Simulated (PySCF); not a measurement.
## State search for Zn2

Unrestricted PBE0; PySCF, no relativity, basis sets Zn def2-TZVPP. Outer shells of the fragments: Zn 3d10 4s2; Zn 3d10 4s2.

Followed along the bond (rough minima from three points):

```json
{"2Ms+1": "1", "unpaired": "none", "⟨S²⟩ at the start": "0.00", "R at minimum (Å)": "3.35", "Te (eV)": "0.00"}
{"2Ms+1": "3", "unpaired": "σ ↑, π ↑", "⟨S²⟩ at the start": "2.01", "R at minimum (Å)": "2.40", "Te (eV)": "2.28"}
```

Solutions found at the starting distance of 2.380 Å, counted from the lowest of them; the search is not exhaustive and high or unbound solutions are not listed, so other states can lie among these:

```tsv
2Ms+1	unpaired	term	E (eV)	⟨S²⟩	⟨Lz²⟩
1	none	¹Σ⁺	0.00	0.00	0.00
3	σ ↑, π ↑	³Π	1.83	2.01	1.00
3	σ ↑↑	³Σ⁺	2.11	2.00	0.00
1	σ ↑, π ↓	mixed	2.12	1.02	1.00
3	π ↑↑	³Σ⁻	4.69	2.00	0.00
1	π ↑↓	mixed	4.87	1.01	2.01
1	none	mixed	5.33	0.00	2.00
3	π ↑↑	mixed	6.65	2.01	2.01
```

A term symbol is given only where ⟨S²⟩ and ⟨Lz²⟩ are close to those of a pure state; real π, δ and φ orbitals otherwise mix terms, and g/u labels are left off.

Q: Compare the gap between the two lowest followed solutions at the starting distance with the gap between their minima.

A: At PBE0 the second solution (triplet, unpaired electrons σ ↑, π ↑) lies +1.83 eV from the first (singlet, closed shell) at 2.380 Å and +2.28 eV at the minima; the two curves relax by different amounts, since their minima lie near 2.40 and 3.35 Å.

Counting both spins, an empty level lies below a filled one in some of these solutions, because spin and occupation are held.
